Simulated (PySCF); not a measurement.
**Bond length, frequency and bond energy of SiSn by level of theory**

State: ³Σ⁻ (triplet), unpaired electrons π ↑↑. Set-up: PySCF, scalar-relativistic core potentials, basis sets Si def2-TZVPP, Sn def2-TZVPP with ECP28. De refers to Si + Sn in their high-spin ground configurations, without counterpoise correction. The functionals are run spin-unrestricted. A positive dipole means Si(−)Sn(+).

```csv
Level,Re (Å),ωe (cm⁻¹),De (eV),μ (D)
UHF,2.478,393,1.20,1.11
UHF-MP2,2.498,358,2.50,n/a
UHF-SCS-MP2,2.493,365,2.32,n/a
UHF-CCSD,2.498,364,2.35,n/a
UHF-CCSD(T),2.516,349,2.55,n/a
LDA,2.518,339,3.53,0.86
PBE,2.552,328,2.98,1.07
revPBE,2.561,325,2.79,1.13
r²SCAN,2.520,346,2.83,1.04
PBE0,2.511,355,2.76,1.09
M06,2.533,346,3.19,1.31
MN15,2.486,360,2.77,0.80
ωB97X,2.470,386,2.77,1.32
```

The bond length runs from 2.470 Å (ωB97X) to 2.561 Å (revPBE). De spans 1.20 eV (UHF, mean field) to 3.53 eV (LDA, local density). Correlation at CCSD(T) changes the Hartree–Fock bond energy by +1.35 eV; the triples alone change it by +0.20 eV.

Correlated steps freeze 9 core orbitals. Spin–orbit coupling is left out, which matters for elements this heavy, above all for dissociation energies. The state is the lowest determinant that a PBE0 search found; another state may lie lower at other levels.

The whole job (state search and all levels along the bond) took about 9.8 min on 1 thread of AMD EPYC 9R14 (shared host), peak memory 2.8 GiB.
